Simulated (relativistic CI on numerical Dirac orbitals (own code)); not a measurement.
Computed by Dirac-Coulomb-Breit CI, orbitals from a KLI potential per configuration, model QED (radiative potential, 1s self-energy scaled to tabulated hydrogen-like ionisation energies), unscaled Slater integrals (own radial code, finite nucleus).

The strongest absorption lines from the ground level of an ion, among the configurations computed and to levels below about 663 eV (vacuum wavelength in nm, gf): 1.8700 (0.13), 2.1524 (0.47), 2.6503 (0.072), 2.7516 (0.61), 2.8307 (0.37), 4.6773 (6.3), 5.8214 (0.094), 6.2872 (0.0012).

Which ion is it?
A. Re29+
B. Pt32+
C. Hf26+
D. Tl35+

A. Re29+ has 46 electrons and the ground level 4s²4p⁶4d¹⁰ ¹S0; the strongest line goes to 4s²4p⁶4d⁹4f ¹P°1. The pattern of lines fixes the number of electrons, and along that sequence the line energies rise steadily with the charge (about as its square where n changes within one kind of shell, about linearly where n is kept but much faster in heavy ions where fine structure, which grows about as Z⁴, sets the gap, and irregularly where shells cross), which fixes Z. Configurations outside the model, such as inner-shell arrays, can give stronger lines. At this charge energies of transitions that change n are usually good to better than 1 %, and those within a shell (Δn = 0) to a few per cent.

LS names give the leading component of a level, which can be under half, so a name can repeat, a term be missing and a line seem to break the LS rules.
